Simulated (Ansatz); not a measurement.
Cu2O⁺. Total charge 1; doublet. Geometry r2SCAN-D4/def2-TZVP.

```xyz
3

Cu    0.4650   -1.5486   -0.2936
Cu   -0.3581    1.5981   -0.1352
O    -0.1069   -0.0496    0.4288
```

The structure comes from a short search, and lower isomers may exist.

(1) Estimate the α-spin orbital energies around the gap (eV) in Ansatz with HF/def2-TZVP, PBE-D4/def2-TZVP, r2SCAN-D4/def2-TZVP, PBE0-D4/def2-SVP, BHLYP-D4/def2-TZVP.

Answers

(1) 
```
orbital  HF/def2-TZVP  PBE-D4/def2-TZVP  r2SCAN-D4/def2-TZVP  PBE0-D4/def2-SVP  BHLYP-D4/def2-TZVP
HOMO−13        -40.86            -28.66               -29.94            -30.92              -35.15
HOMO−12        -22.75            -16.11               -16.21            -17.20              -19.52
HOMO−11        -22.54            -14.81               -15.18            -16.45              -19.19
HOMO−10        -21.24            -14.28               -14.46            -15.57              -18.05
 HOMO−9        -19.59            -13.10               -13.10            -14.21              -16.41
 HOMO−8        -19.43            -12.65               -12.62            -13.82              -16.15
 HOMO−7        -19.40            -12.62               -12.60            -13.78              -16.13
 HOMO−6        -19.40            -12.55               -12.57            -13.75              -16.13
 HOMO−5        -19.37            -12.52               -12.54            -13.74              -16.10
 HOMO−4        -19.37            -12.52               -12.54            -13.74              -16.10
 HOMO−3        -18.96            -12.49               -12.49            -13.61              -15.84
 HOMO−2        -18.59            -11.94               -12.08            -13.19              -15.47
 HOMO−1        -17.41            -11.52               -11.45            -12.38              -14.58
   HOMO        -16.92            -11.34               -11.37            -12.34              -14.33
   LUMO         -4.10             -9.07                -8.60             -7.34               -6.68
 LUMO+1         -3.54             -8.32                -7.83             -6.63               -6.01
 LUMO+2          0.81             -3.92                -3.39             -2.17               -1.67
 LUMO+3          0.87             -3.84                -3.35             -1.88               -1.62
 LUMO+4          0.94             -3.66                -3.13             -1.84               -1.58
 LUMO+5          1.61             -3.53                -3.03             -1.70               -1.16
 β HOMO        -16.32            -11.11               -11.09            -12.04              -14.04
 β LUMO         -4.03            -10.74               -10.25             -8.67               -7.31
```
